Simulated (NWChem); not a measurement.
HSeBr; SMILES [SeH]Br

```xyz
3

Se     0.0312    -1.1549     0.0000
H     -1.4350    -1.2786     0.0000
Br     0.0107     1.1584     0.0000
```
Atoms are numbered in this order, from 1.

The geometry was optimised at PBE0-D3(BJ)/def2-TZVP.

Symmetry labels are those of Cs in the frame above (b1 and b2, or b-type labels, depend on it).

Q: List the 6 lowest vertical singlet excitations from Hartree-Fock/def2-SVPD, TDHF (NWChem).

A: 
| state | energy (eV) | oscillator strength | symmetry | leading excitation (squared amplitude) |
|---|---|---|---|---|
| S1 | 3.11 | 0.002 | a" | HOMO → LUMO (0.82) |
| S2 | 5.17 | 0.010 | a' | HOMO−1 → LUMO (0.81) |
| S3 | 5.72 | 0.006 | a" | HOMO → LUMO+1 (0.48) |
| S4 | 6.25 | 0.001 | a" | HOMO−2 → LUMO (0.69) |
| S5 | 7.66 | 0.452 | a' | HOMO−3 → LUMO (0.67) |
| S6 | 7.73 | 0.019 | a" | HOMO → LUMO+8 (0.37) |
